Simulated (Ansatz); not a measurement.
The cluster Cu4O⁺. Charge 1, multiplicity 2. Geometry B3LYP-D4/def2-SVP, basis def2-TZVP, Ansatz.

```csv
atom,x (Å),y (Å),z (Å)
O1,-0.416,-0.038,0.354
Cu2,-0.977,-0.479,-1.427
Cu3,-0.353,1.520,1.377
Cu4,0.589,-1.671,0.287
Cu5,1.155,0.667,-0.591
```

```
run  HOMO (eV)  LUMO (eV)
  A      -8.98      -8.35
  B     -10.70      -5.24
  C      -9.09      -8.71
  D      -9.38      -9.07
  E      -9.35      -7.41
```

No other spin state of charge 1 was run. Another isomer (doublet) lies 0.13 eV lower at PBE0-D4/def2-TZVP; other spin states weren't run for this one.

HOMO and LUMO are taken over both spins.

Task: The runs used LDA (SPW92), PBE, PBE0, r2SCAN, ωB97X-V. Estimate which is which.

Result: A r2SCAN (0 % exact exchange); B ωB97X-V (range-separated); C PBE (0 % exact exchange); D LDA (SPW92) (0 % exact exchange); E PBE0 (25 % exact exchange). Exact exchange lowers occupied and raises empty levels; among semilocal functionals meta-GGAs tend to open the gap a little, and such runs are hard to tell apart. The gap grows from 0.31 eV (LDA (SPW92)) to 5.47 eV (ωB97X-V).
